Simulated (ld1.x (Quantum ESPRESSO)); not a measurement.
# Building the PAW potential for vanadium (V) (PBE, scalar-relativistic).

The input file (ld1.x (Quantum ESPRESSO) 7.5):

```
&input
   title='V', zed=23., rel=1, dft='PBE', iswitch=3,
   config='[Ar] 3d3 4s0 4p0',
   nld=3, rlderiv=3.00, eminld=-4.0, emaxld=5.0, deld=0.02
 /
 &inputp
   pseudotype=3, lpaw=.true., tm=.true., lloc=-1, rcloc=1.65,
   nlcc=.true., new_core_ps=.true., rcore=1.05,
   which_augfun='BESSEL', rmatch_augfun=1.00,
   file_pseudopw='V.UPF', file_wfcaegen='ae.wfc', file_wfcncgen='nc.wfc', file_beta='beta', file_chi='chi', file_wfcusgen='us.wfc'
 /
6
4S  1  0   0.00   0.00  2.55  2.75  0.0
4S  1  0   0.00  -0.95  2.55  2.75  0.0
4P  2  1   0.00   0.00  1.65  2.10  0.0
4P  2  1   0.00  -0.20  1.65  2.10  0.0
3D  3  2   3.00   0.00  1.35  1.90  0.0
3D  3  2   0.00   1.70  1.35  1.90  0.0
 &test
   configts(1)='3d3 4s0 4p0'
 /
```

Command:

```bash
ld1.x < V.in > V.out
```

Output (shortened: banner, matrices, multipoles, cross overlaps and the repeated all-electron block are left out):

```
Program LD1 v.7.5
     --------------------------- All-electron run ----------------------------

     V
     scalar relativistic calculation

     atomic number is 23.00
     dft =PBE   lsd =0 sic =0 latt =0  beta=0.20 tr2=1.0E-14
     Exchange-correlation= PBE
                           (   1   4   3   4   0   0   0)
     mesh =1181 r(mesh) = 100.93793 a.u. xmin = -7.00 dx = 0.01250
     1 Ry =  13.60569312 eV, c = 137.03599908

     n l     nl                  e(Ry)          e(Ha)          e(eV)
     1 0     1S 1( 2.00)      -395.5335      -197.7668     -5381.5079
     2 0     2S 1( 2.00)       -45.5012       -22.7506      -619.0760
     2 1     2P 1( 6.00)       -38.1920       -19.0960      -519.6282
     3 0     3S 1( 2.00)        -6.3780        -3.1890       -86.7769
     3 1     3P 1( 6.00)        -4.4528        -2.2264       -60.5836
     3 2     3D 1( 3.00)        -1.5668        -0.7834       -21.3170
     4 0     4S 1( 0.00)        -1.3083        -0.6541       -17.8002
     4 1     4P 1( 0.00)        -0.9529        -0.4764       -12.9643

     final scf error:  9.1E-15 reached in  26 iterations

     Etot =   -1896.393595 Ry,    -948.196797 Ha,  -25801.749288 eV

     Ekin =    1914.021255 Ry,     957.010628 Ha,   26041.585827 eV
     Encl =   -4488.353193 Ry,   -2244.176597 Ha,  -61067.156175 eV
     Eh   =     767.480550 Ry,     383.740275 Ha,   10442.104838 eV
     Exc  =     -89.542206 Ry,     -44.771103 Ha,   -1218.283779 eV

     normalization and overlap integrals

     s(1S/1S) =  1.000000  <r> =   0.0664  <r2> =    0.0059  r(max) =   0.0435
     s(2S/2S) =  1.000000  <r> =   0.3082  <r2> =    0.1123  r(max) =   0.2565
     s(2P/2P) =  1.000000  <r> =   0.2740  <r2> =    0.0925  r(max) =   0.2074
     s(3S/3S) =  1.000000  <r> =   0.9487  <r2> =    1.0381  r(max) =   0.8204
     s(3P/3P) =  1.000000  <r> =   1.0152  <r2> =    1.2131  r(max) =   0.8411
     s(3D/3D) =  1.000000  <r> =   1.3211  <r2> =    2.2395  r(max) =   0.8843
     s(4S/4S) =  1.000000  <r> =   2.8030  <r2> =    8.8790  r(max) =   2.4645
     s(4P/4P) =  1.000000  <r> =   3.3061  <r2> =   12.3891  r(max) =   2.8994

     ------------------------ End of All-electron run ------------------------

     --------------------- Generating PAW atomic setup --------------------

      Generating local potential from pseudized AE potential:
      Matching radius rcloc =   1.6500

      Local pseudo, rcloc= 1.632 Estimated cut-off energy=     8.80 Ry

      Computing core charge for nlcc:

       r > 1.05 : true rho core
      Core charge pseudized with two Bessel functions
      Integrated core pseudo-charge :  10.23
      Wfc-us  4S rcutus= 2.758  Estimated cut-off energy=     6.10 Ry
      Wfc-us  4S rcutus= 2.758  Estimated cut-off energy=     6.77 Ry
      Wfc-us  4P rcutus= 2.095  Estimated cut-off energy=    15.53 Ry
      Wfc-us  4P rcutus= 2.095  Estimated cut-off energy=    16.35 Ry
      Wfc-us  3D rcutus= 1.896  Estimated cut-off energy=    32.42 Ry
      Wfc-us  3D rcutus= 1.896  Estimated cut-off energy=    28.56 Ry

     Required augmentation: BESSEL   radius:    1.000000
     Suggested rho cutoff for augmentation:  98.89 Ry

     Estimated PAW energy =  -95.389484 Ryd

     ------------------- End of pseudopotential generation -------------------

     Computing logarithmic derivative in   2.99150

       Warning: n=2, l=1 expected 0 nodes, found 1
       Setting wfc to zero for this iteration
       (This warning will only be printed once per wavefunction)

       Zero norm: self consistency problem; state:  3 (l=  1, j=0.0)
     Computing logarithmic derivative in   2.99150
     Computing the partial wave expansion
     R is outside the sphere for l=    0 j= 0.00
     R is outside the sphere for l=    0 j= 0.00
     R is outside the sphere for l=    1 j= 0.00
     R is outside the sphere for l=    1 j= 0.00
     R is outside the sphere for l=    2 j= 0.00
     R is outside the sphere for l=    2 j= 0.00

     ---------------------- Testing the pseudopotential ----------------------

     V
     scalar relativistic calculation

     atomic number is 23.00   valence charge is  5.00
     dft = SLA  PW   PBX  PBC   lsd =0 sic =0 latt =0  beta=0.20 tr2=1.0E-14
     mesh =1181 r(mesh) = 100.93793 xmin = -7.00 dx = 0.01250

     n l     nl             e AE (Ry)        e PS (Ry)    De AE-PS (Ry)
     3 2     3D   1( 3.00)       -1.56677       -1.56678        0.00000
     1 0     4S   1( 0.00)       -1.30829       -1.30829        0.00000
     2 1     4P   1( 0.00)       -0.95286       -0.95286        0.00000

     eps = 1.5E-15  iter =  3

     Etot =   -1896.393595 Ry,    -948.196797 Ha,  -25801.749288 eV
     Etotps =   -95.389488 Ry,     -47.694744 Ha,   -1297.840103 eV

     Ekin =      28.961409 Ry,      14.480704 Ha,     394.040039 eV
     Encl =     -41.125511 Ry,     -20.562755 Ha,    -559.541081 eV
     Ehrt =       6.316816 Ry,       3.158408 Ha,      85.944654 eV
     Ecxc =     -89.542201 Ry,     -44.771101 Ha,   -1218.283714 eV
     (Ecc =     -17.154102 Ry,      -8.577051 Ha,    -233.393451 eV)

     ---------------------- End of pseudopotential test ----------------------
```

Note: ghost states, extra bound levels that the all-electron valence spectrum of the same l lacks: p at -55.3 eV, s at -34.7 eV. A true bound ghost makes a file unfit for plane-wave use.

Generation and configuration tests took about 4.4 s on one core of a shared server CPU.

Transferability test of the new file with ld1.x, input:

```
&input
   title='V', zed=23., rel=1, dft='PBE', iswitch=2,
   config='[Ar] 3d3 4s0 4p0'
 /
 &test
   file_pseudo='V.UPF', nconf=8,
   configts(1)='3d3 4s0 4p0',
   configts(2)='3d3 4s2 4p0',
   configts(3)='3d3 4s1 4p0',
   configts(4)='3d2 4s0 4p0',
   configts(5)='3d2 4s2 4p1',
   configts(6)='3d4 4s1 4p0',
   configts(7)='3d3 4s0 4p1',
   configts(8)='3d1 4s0 4p0'
 /
```

```bash
ld1.x < V.test.in > V.test.out
```

Pseudopotential blocks of its output, shortened (energy terms left out; the distinct warnings before each block abridged to one line each):

```
     Warning: n=2, l=1 expected 0 nodes, found 1
     ---------------------- Testing the pseudopotential ----------------------

     n l     nl             e AE (Ry)        e PS (Ry)    De AE-PS (Ry)
     3 2     3D   1( 3.00)       -1.56677       -1.56678        0.00000
     1 0     4S   1( 0.00)       -1.30829       -1.30829        0.00000
     2 1     4P   1( 0.00)       -0.95286       -0.95286        0.00000

     eps = 1.5E-15  iter =  3

     Etot =   -1896.393594 Ry,    -948.196797 Ha,  -25801.749287 eV
     Etotps =   -95.389488 Ry,     -47.694744 Ha,   -1297.840103 eV

     ---------------------- End of pseudopotential test ----------------------

          ---------------------- Testing the pseudopotential ----------------------

     n l     nl             e AE (Ry)        e PS (Ry)    De AE-PS (Ry)
     3 2     3D   1( 3.00)       -0.37958       -0.38123        0.00165
     1 0     4S   1( 2.00)       -0.34559       -0.34431       -0.00127
     2 1     4P   1( 0.00)       -0.10613       -0.10613        0.00000

     eps = 3.9E-15  iter = 15

     Etot =   -1898.012815 Ry,    -949.006408 Ha,  -25823.779905 eV
     Etotps =   -97.007027 Ry,     -48.503514 Ha,   -1319.847845 eV
     dEtot_ae =      -1.619221 Ry
     dEtot_ps =      -1.617539 Ry,   Delta E=      -0.001681 Ry

     ---------------------- End of pseudopotential test ----------------------

          ---------------------- Testing the pseudopotential ----------------------

     n l     nl             e AE (Ry)        e PS (Ry)    De AE-PS (Ry)
     3 2     3D   1( 3.00)       -0.92848       -0.92737       -0.00111
     1 0     4S   1( 1.00)       -0.80115       -0.80008       -0.00108
     2 1     4P   1( 0.00)       -0.50232       -0.50232        0.00000

     eps = 6.7E-15  iter =  9

     Etot =   -1897.444328 Ry,    -948.722164 Ha,  -25816.045246 eV
     Etotps =   -96.439738 Ry,     -48.219869 Ha,   -1312.129482 eV
     dEtot_ae =      -1.050734 Ry
     dEtot_ps =      -1.050250 Ry,   Delta E=      -0.000484 Ry

     ---------------------- End of pseudopotential test ----------------------

          ---------------------- Testing the pseudopotential ----------------------

     n l     nl             e AE (Ry)        e PS (Ry)    De AE-PS (Ry)
     3 2     3D   1( 2.00)       -2.71620       -2.79811        0.08192  !
     1 0     4S   1( 0.00)       -2.04038       -2.05119        0.01082  !
     2 1     4P   1( 0.00)       -1.60409       -1.60409        0.00000

     eps = 2.8E-18  iter =  7

     Etot =   -1894.269646 Ry,    -947.134823 Ha,  -25772.851499 eV
     Etotps =   -93.231167 Ry,     -46.615584 Ha,   -1268.474653 eV
     dEtot_ae =       2.123948 Ry
     dEtot_ps =       2.158321 Ry,   Delta E=      -0.034373 Ry

     ---------------------- End of pseudopotential test ----------------------

          BEWARE! Errors in PS-KS equations
     Warning: n=3, l=2 expected 0 nodes, found 1
     ---------------------- Testing the pseudopotential ----------------------

     n l     nl             e AE (Ry)        e PS (Ry)    De AE-PS (Ry)
     3 2     3D   1( 2.00)       -0.78057       -1.34365        0.56308  !
     1 0     4S   1( 2.00)       -0.48216       -0.91794        0.43577  !
     2 1     4P   1( 1.00)       -0.19073       -0.19073        0.00000

     eps = 6.2E-15  iter = 34

     Etot =   -1897.588153 Ry,    -948.794076 Ha,  -25818.002079 eV
     Etotps =   -96.364912 Ry,     -48.182456 Ha,   -1311.111417 eV
     dEtot_ae =      -1.194558 Ry
     dEtot_ps =      -0.975424 Ry,   Delta E=      -0.219135 Ry

     ---------------------- End of pseudopotential test ----------------------

          ---------------------- Testing the pseudopotential ----------------------

     n l     nl             e AE (Ry)        e PS (Ry)    De AE-PS (Ry)
     3 2     3D   1( 4.00)       -0.17849       -0.17182       -0.00667  !
     1 0     4S   1( 1.00)       -0.28474       -0.28850        0.00376
     2 1     4P   1( 0.00)       -0.07731       -0.07731        0.00000

     eps = 2.8E-15  iter = 15

     Etot =   -1897.969752 Ry,    -948.984876 Ha,  -25823.194001 eV
     Etotps =   -96.957611 Ry,     -48.478805 Ha,   -1319.175498 eV
     dEtot_ae =      -1.576157 Ry
     dEtot_ps =      -1.568123 Ry,   Delta E=      -0.008035 Ry

     ---------------------- End of pseudopotential test ----------------------

          BEWARE! Errors in PS-KS equations
     ---------------------- Testing the pseudopotential ----------------------

     n l     nl             e AE (Ry)        e PS (Ry)    De AE-PS (Ry)
     3 2     3D   1( 3.00)       -1.01479       -1.56678        0.55199  !
     1 0     4S   1( 0.00)       -0.85381       -1.10996        0.25614  !
     2 1     4P   1( 1.00)       -0.54932       -0.54932        0.00000

     eps = 9.9E-15  iter = 23

     Etot =   -1897.142618 Ry,    -948.571309 Ha,  -25811.940268 eV
     Etotps =   -95.938805 Ry,     -47.969403 Ha,   -1305.313940 eV
     dEtot_ae =      -0.749023 Ry
     dEtot_ps =      -0.549317 Ry,   Delta E=      -0.199706 Ry

     ---------------------- End of pseudopotential test ----------------------

          ---------------------- Testing the pseudopotential ----------------------

     n l     nl             e AE (Ry)        e PS (Ry)    De AE-PS (Ry)
     3 2     3D   1( 1.00)       -4.05592       -4.29721        0.24128  !
     1 0     4S   1( 0.00)       -2.86898       -2.90197        0.03299  !
     2 1     4P   1( 0.00)       -2.35984       -2.35984        0.00000

     eps = 2.1E-15  iter =  5

     Etot =   -1890.898022 Ry,    -945.449011 Ha,  -25726.978210 eV
     Etotps =   -89.703853 Ry,     -44.851927 Ha,   -1220.483103 eV
     dEtot_ae =       5.495573 Ry
     dEtot_ps =       5.685635 Ry,   Delta E=      -0.190062 Ry

     ---------------------- End of pseudopotential test ----------------------
```
